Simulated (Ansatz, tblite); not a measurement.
Cost and result up the ladder for PtS₃⁻ (4 atoms). The state is a doublet with charge -1. Geometry: r2SCAN-D4/def2-SVPD.

```xyz
4

Pt   -0.117   -0.453    0.251
S     1.427    0.924   -0.798
S    -0.486    1.727   -0.729
S    -0.824   -2.198    1.275
```

Ansatz on 2 threads of Arm Neoverse V2 on a shared host; xTB runs through tblite on one thread. Times are rough, summed over both states, and most runs start from the orbitals of an earlier one. PBE0-D4/def2-TZVPD serves as the yardstick here, not as an exact answer. The other state is a triplet.

In the def2 sets Pt takes a core potential; there is no spin–orbit coupling. The xTB rows come from tblite. The structure comes from a short search, and lower isomers may exist.

Raw xTB energies of ions are shifted by several eV, and xTB has no spin-polarisation term.

```csv
level,functions,vertical IE (eV),difference from PBE0-D4/def2-TZVPD (eV)
GFN2-xTB,36,8.06,5.01
PBE-D4/def2-TZVPD,181,2.88,-0.16
GFN1-xTB,36,7.81,4.76
PBE0-D4/def2-TZVPD,181,3.04,0.00
r2SCAN-D4/def2-TZVPD,181,2.92,-0.13
```

(1) Estimate how long each takes.

Results:

(1) GFN1-xTB 0.008 s; GFN2-xTB 0.009 s; PBE-D4/def2-TZVPD 13 s; PBE0-D4/def2-TZVPD 21 s; r2SCAN-D4/def2-TZVPD 32 s. On shared hardware such times vary by a factor of up to 3.
